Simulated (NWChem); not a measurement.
System: ZnF cation; SMILES [F][Zn+]

```xyz
2

Zn     0.0000     0.0000    -0.3967
F      0.0000     0.0000     1.3223
```
Atoms are numbered in this order, from 1.

All runs: NWChem. Pople sets run with spherical d functions. Medium grid unless said otherwise, to which SCAN and Minnesota functionals are sensitive. Coordinates come from a PBE0/def2-SVP optimisation. Total energies of different functionals are on different scales.

| level | energy (Ha) | highest occupied level (eV) | orbital gap (eV) |
|---|---|---|---|
| B3LYP/6-31G* | -1878.5975 | -16.32 | 4.39 |
| PBE/6-31G* | -1878.1852 | -14.76 | 2.34 |
| PW91/6-31G* | -1878.6709 | -14.84 | 2.31 |
| PW6B95/6-31G* | -1879.5646 | -16.72 | 5.23 |
| LC-wPBE (HJS exchange hole, range parameter 0.4 per bohr)/6-31G* | -1878.2547 | … | … |
| SCAN/6-31G* | -1878.6607 | -15.03 | 3.05 |
| LDA (Slater exchange, VWN5)/6-31G* | -1875.0121 | -14.99 | 2.40 |
| BLYP/6-31G* | -1878.6231 | -14.80 | 2.23 |

Problem. Some entries are withheld; supply them.

Solution. 
- LC-wPBE (HJS exchange hole, range parameter 0.4 per bohr)/6-31G*, highest occupied level (eV): -19.06
- LC-wPBE (HJS exchange hole, range parameter 0.4 per bohr)/6-31G*, orbital gap (eV): 10.07
